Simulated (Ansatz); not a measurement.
Cost and result for the atomization energy of CH5BO2Se (`OCOB[SeH]`) (10 atoms, 9 bonds).

Cartesian coordinates in Å:
```
O 0.5076 0.2070 -2.1522
C 0.3263 -0.2007 -0.8511
O -0.3298 0.8180 -0.1187
B -0.5619 0.7881 1.2039
Se -0.0739 -0.6175 2.4654
H -0.3539 0.3303 -2.5621
H -0.2769 -1.1158 -0.7785
H 1.3215 -0.3750 -0.4346
H -1.1350 1.7132 1.6944
H 0.5760 -1.5476 1.5335
```

The species carries charge 0 and has multiplicity 1. Correlated methods include outer-core shells of Se, which these sets cover unevenly. Scalar relativity is left out up to krypton. Geometry: relaxed with PBE0-D4/def2-TZVP. It is one conformer, not always the lowest. Program: Ansatz. All runs use 4 threads of an Intel Xeon Platinum 8559C on a shared host. Times are those of one run each, without the atoms' runs, and a repeat can differ threefold. Electronic energies, without spin–orbit coupling; frozen cores. CCSD(T)/CBS adds CCSD(T) − MP2 in def2-TZVPP to the MP2 limit, and its time is that of the two runs behind it. T1 = 0.012. With those shells the extrapolation isn't a true limit. B3LYP takes the VWN-RPA correlation (the form of Gaussian; ORCA's B3LYP/G).

CCSD(T)/CBS is a level of theory with its own doubt, some kJ/mol a heavy atom from the limit and from the frozen cores, so smaller differences don't rank the functionals.

```
                             level  functions  wall time  atomization (kcal/mol)  difference from CCSD(T)/CBS  per bond
   PBE-D4/def2-TZVPP (with forces)        242      1.4 s                   912.7                         22.8       2.5
                PBE0-D4/def2-TZVPP        242      1.8 s                   890.1                          0.2       0.0
r2SCAN-D4/def2-TZVPP (with forces)        242      2.5 s                   894.6                          4.7       0.5
 B3LYP-D4/def2-TZVPP (with forces)        242      2.8 s                   887.7                         -2.2      -0.2
                 B2PLYP/def2-TZVPP        242      3.4 s                   879.4                        -10.5      -1.2
                ωB97X-V/def2-TZVPP        242      4.2 s                   890.1                          0.2       0.0
  ωB97M-V/def2-TZVPP (with forces)        242        6 s                   890.4                          0.5       0.0
                    MP2/def2-QZVPP        467       16 s                   900.7                         10.8       1.2
                CCSD(T)/def2-TZVPP        242       92 s                   865.6                        -24.3      -2.7
                 CCSD(T)/CBS(def2)          –      110 s                   889.9                          0.0       0.0
```

In def2-TZVPP, CCSD(T) changes the Hartree–Fock value by +238.2 kcal/mol (the triples alone add +15.6 kcal/mol) and MP2 by +259.1 kcal/mol; breaking electron pairs costs correlation energy, which Hartree–Fock lacks. The D4 term adds +7.4 kcal/mol with B3LYP and +3.9 kcal/mol with PBE0; it sums over pairs of atoms, weighted by their polarisabilities, and B3LYP, whose exchange is more repulsive, gets the larger term. From PBE to PBE0 (25 % exact exchange), in def2-TZVPP and without D4, the atomization energy moves by −21.9 kcal/mol: exact exchange takes away binding that semilocal exchange gives to molecules.
